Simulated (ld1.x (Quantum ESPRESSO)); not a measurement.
# lithium (Li), TM: configuration errors across variants

ld1.x (Quantum ESPRESSO) 7.5 input, shortened:

```
&input
   title='Li', zed=3., rel=0, dft='REVPBE', iswitch=3,
   config='[He] 2s1 2p0'
 /
 &inputp
   pseudotype=2, tm=.true., lloc=1,
   nlcc=.false.
 /
2
1S  1  0   2.00   0.00  0.45  0.45  0.0
2P  2  1   0.00   0.00  4.20  4.20  0.0
 &test
   configts(1)='1s2 2s1 2p0'
 /
```

Occupied shells without a wave of their own: 2s. They enter only through the test configuration that unscreens the potential.

All-electron excitation energies from the reference (eV): (1) 1s2 2s0 2p0 5.326; (2) 1s2 2s0.5 2p0 2.052; (3) 1s2 2s0 2p1 1.791; (4) 1s1 2s1 2p0 68.544.

For the base: The 2s level has no wave, so the channel is fitted at the deeper level alone: the likely source of the large errors.

Errors AE − PS in meV (a dash: test not solved or not reliable):

```csv
change,(1),(2),(3),(4),bound ghosts
base,-302,-128,-218,-441,none
"all radii scaled by about 0.77 (s 0.34, p 3.22 bohr)",-252,-98,-166,-157,none
"all radii scaled by about 0.95 (s 0.42, p 3.98 bohr)",-300,-124,-211,-384,none
"all radii scaled by about 1.10 (s 0.50, p 4.62 bohr)",-295,-131,-224,-554,none
"all radii scaled by about 1.21 (s 0.54, p 5.10 bohr)",-271,-128,-220,-653,none
"all radii scaled by about 1.28 (s 0.58, p 5.36 bohr)",-252,-123,-214,-679,none
"all radii scaled by about 1.38 (s 0.62, p 5.78 bohr)",-218,-114,-201,-712,none
```

Task: Give the same row for: all radii scaled by about 0.83 (s 0.38, p 3.50 bohr).

Result: -276, -109, -186, -236; bound ghosts: none.
